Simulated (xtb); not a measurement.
C$_{7}$H$_{13}$O (SMILES [CH2]CCCCC(C)=O), doublet, at a GFN2-xTB geometry; xtb with GFN-FF.

xtb was given this input:
```
$ xtb mol.xyz --gfnff --uhf 1 --json

# file mol.xyz
21

C      3.84016519     0.33256037    -0.31151433
C      2.43749255    -0.10884127    -0.38549862
C      1.63183957     0.26164836     0.86102737
C      0.21208150    -0.30107360     0.85446048
C     -0.68512220     0.34380852    -0.19934007
C     -2.09978234    -0.19375024    -0.15839939
C     -3.09016322     0.60520705    -0.97229341
O     -2.41546113    -1.17030678     0.47084186
H      4.30059689     0.53883924     0.63413799
H      4.44591491     0.36495280    -1.19571823
H      2.39297678    -1.20437979    -0.51155385
H      1.97171713     0.31068301    -1.28474942
H      2.15533664    -0.12505837     1.73773360
H      1.59379260     1.34967199     0.95302599
H      0.24067120    -1.37888374     0.68431084
H     -0.24116073    -0.14137707     1.83514581
H     -0.29833743     0.14494397    -1.20226131
H     -0.71272890     1.42821703    -0.07015787
H     -4.00136210     0.03248319    -1.12206026
H     -3.33716348     1.51336934    -0.42452018
H     -2.66563075     0.89163752    -1.93071999
```

### Question
What does xtb print? Leave out banner, timings and long lists.

### Answer

```
   ID    Z sym.   atoms
    1    6 C      1-7
    2    8 O      8
    3    1 H      9-21

           -------------------------------------------------
          |                Calculation Setup                |
           -------------------------------------------------

          ==================== Thresholds ====================
          CN  :   150.00000
          rep :   500.00000
          disp:  2500.00000
          HB1 :   250.00000
          HB2 :   450.00000

          Pauling EN used:
          Z : 1  EN :  2.20
          Z : 6  EN :  2.55
          Z : 8  EN :  3.44
          electric field strengths (au): 0.000

           -------------------------------------------------
          |           Force Field Initialization            |
           -------------------------------------------------

          distances ...
          ----------------------------------------
          generating topology and atomic info file ...
          pair mat ...
          computing topology distances matrix with Floyd-Warshall algo ...
          making topology EEQ charges ...
          #fragments for EEQ constrain: 1
          ----------------------------------------
          generating topology and atomic info file ...
          pair mat ...
          computing topology distances matrix with Floyd-Warshall algo ...
          making topology EEQ charges ...
          #fragments for EEQ constrain: 1
          rings ...
          # BATM   168
          # H in HB   2
          doing iterative Hueckel for 2 subsystem(s) ...

  atom   neighbors  erfCN metchar sp-hybrid imet pi  qest     coordinates
    1  C       3    2.79   0.00         2    0    0  -0.058    7.256860    0.628448   -0.588677
    2  C       4    3.49   0.00         3    0    0  -0.035    4.606193   -0.205680   -0.728487
    3  C       4    3.49   0.00         3    0    0  -0.038    3.083730    0.494444    1.627106
    4  C       4    3.49   0.00         3    0    0  -0.035    0.400776   -0.568947    1.614696
    5  C       4    3.49   0.00         3    0    0  -0.035   -1.294693    0.649704   -0.376698
    6  C       3    2.79   0.00         2    0    1   0.112   -3.968014   -0.366135   -0.299331
    7  C       4    3.49   0.00         3    0    0  -0.056   -5.839562    1.143676   -1.837368
    8  O       1    0.98   0.00         2    0    1  -0.408   -4.564560   -2.211559    0.889762
    9  H       1    0.98   0.00         0    0    0   0.043    8.126950    1.018259    1.198347
   10  H       1    0.98   0.00         0    0    0   0.043    8.401562    0.689661   -2.259580
   11  H       1    0.97   0.01         0    0    0   0.037    4.522071   -2.275948   -0.966697
   12  H       1    0.97   0.00         0    0    0   0.037    3.726005    0.587106   -2.427825
   13  H       1    0.97   0.00         0    0    0   0.038    4.072996   -0.236326    3.283841
   14  H       1    0.97   0.00         0    0    0   0.038    3.011832    2.550510    1.800958
   15  H       1    0.97   0.00         0    0    0   0.040    0.454803   -2.605713    1.293160
   16  H       1    0.97   0.00         0    0    0   0.040   -0.455728   -0.267164    3.467923
   17  H       1    0.97   0.00         0    0    0   0.045   -0.563776    0.273904   -2.271945
   18  H       1    0.97   0.00         0    0    0   0.045   -1.346862    2.698939   -0.132579
   19  H       1    0.97   0.00         0    0    0   0.049   -7.561478    0.061384   -2.120387
   20  H       1    0.97   0.00         0    0    0   0.049   -6.306325    2.859854   -0.802227
   21  H       1    0.97   0.00         0    0    0   0.049   -5.037312    1.684951   -3.648532

          #atoms :   21
          #bonds :   20
          #angl  :   36
          #tors  :   47
          #nmol  :   1
          #optfrag :   1
           -------------------------------------------------
          |                   G F N - F F                   |
          |          A general generic force-field          |
          |                  Version 1.0.3                  |
           -------------------------------------------------
          Number of HB bonds (bound hydrogen)     0
          Number of HB bonds (unbound hydrogen)   12
          Number of XB bonds                      0

         :::::::::::::::::::::::::::::::::::::::::::::::::::::
         ::                     SUMMARY                     ::
         :::::::::::::::::::::::::::::::::::::::::::::::::::::
         :: total energy              -3.214500508838 Eh    ::
         :: gradient norm              0.029085621002 Eh/a0 ::
         ::.................................................::
         :: bond energy               -3.323967809679 Eh    ::
         :: angle energy               0.002405264001 Eh    ::
         :: torsion energy             0.003831111901 Eh    ::
         :: repulsion energy           0.194268293851 Eh    ::
         :: electrostat energy        -0.078129529996 Eh    ::
         :: dispersion energy         -0.011372202736 Eh    ::
         :: HB energy                 -0.000000000153 Eh    ::
         :: XB energy                  0.000000000000 Eh    ::
         :: bonded atm energy         -0.001535636027 Eh    ::
         :: external energy            0.000000000000 Eh    ::
         :: add. restraining           0.000000000000 Eh    ::
         :: total charge               0.000000000000 e     ::
         :::::::::::::::::::::::::::::::::::::::::::::::::::::

           -------------------------------------------------
          |                Property Printout                |
           -------------------------------------------------

molecular dipole:
                 x           y           z       tot (Debye)
 q only:        1.222       1.043      -0.510       4.284

           -------------------------------------------------
          | TOTAL ENERGY               -3.214500508838 Eh   |
          | GRADIENT NORM               0.029085621002 Eh/α |
           -------------------------------------------------
########################################################################
[WARNING] Runtime exception occurred
-1- gfnff_setup: Could not read topology file.
########################################################################

normal termination of xtb
```
